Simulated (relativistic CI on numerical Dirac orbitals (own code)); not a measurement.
# Radial parameters of Hg LXXIV

Calculated at this level of theory: Dirac-Coulomb-Breit CI, KLI orbitals optimised for each configuration, model QED, unscaled Slater integrals (own radial code, finite nucleus).

Slater integrals F^k, G^k are unscaled and averaged over j, outside the closed core 1s2; ζ comes from projecting the Hamiltonian with its Breit term on Σ l·s of the shell.

- 2s²2p³: F^2(2p,2p) = 1.5436e+06, ζ(2p) = 1.1018e+07 cm⁻¹; <r>(2p) = 0.06042, <r^2>(2p) = 0.004469 (bohr units).
- 2s2p⁴: F^2(2p,2p) = 1.5423e+06, G^1(2s,2p) = 1.6801e+06, ζ(2p) = 1.0998e+07 cm⁻¹; <r>(2s) = 0.06732, <r^2>(2s) = 0.00541, <r>(2p) = 0.06047, <r^2>(2p) = 0.004476 (bohr units).
- 2p⁵: ζ(2p) = 1.0978e+07 cm⁻¹; <r>(2p) = 0.06053, <r^2>(2p) = 0.004487 (bohr units).

Averages of the first 10 configurations, taken without configuration mixing, which lowers the lowest level and can move excited configurations by several eV; other configurations of the list can lie among them:

```csv
Configuration,Parity,States,Average energy above the lowest level (eV)
2s²2p³,odd,20,2040.4
2s2p⁴,even,30,3822.6
2p⁵,odd,6,5673.9
2p⁴3s,even,30,16589.7
2s²2p²3s,even,30,13033.0
2p⁴3p,odd,90,17100.6
2s²2p²3p,odd,90,13557.7
2p⁴3d,even,150,17499.8
2s²2p²3d,even,150,13956.6
2s2p³3s,odd,80,14776.6
```
